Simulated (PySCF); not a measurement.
A structure optimised at PBE-D3(BJ)/def2-SVP, used in a PySCF frequency run:

```
Sb
C 1 2.1962
H 2 1.1074 1 109.66
H 2 1.1074 3 108.72 1 119.89
H 2 1.1075 3 109.45 4 119.51
C 1 2.1962 2 93.81 3 -167.38
H 6 1.1074 1 109.66 2 167.38
H 6 1.1074 7 108.72 1 -119.89
H 6 1.1075 7 109.45 8 -119.51
C 1 2.1962 2 93.81 3 -73.30
H 10 1.1074 1 109.66 2 73.30
H 10 1.1074 11 108.72 1 -119.89
H 10 1.1075 11 109.45 12 -119.51
```
Charge 0, spin multiplicity 1.

Write its SMILES, formula and point group.

[CH3][Sb]([CH3])[CH3], C3H9Sb, C3v

What are its rotational constants (standard atomic weights)?

3.6322, 3.6322, 2.9285 GHz
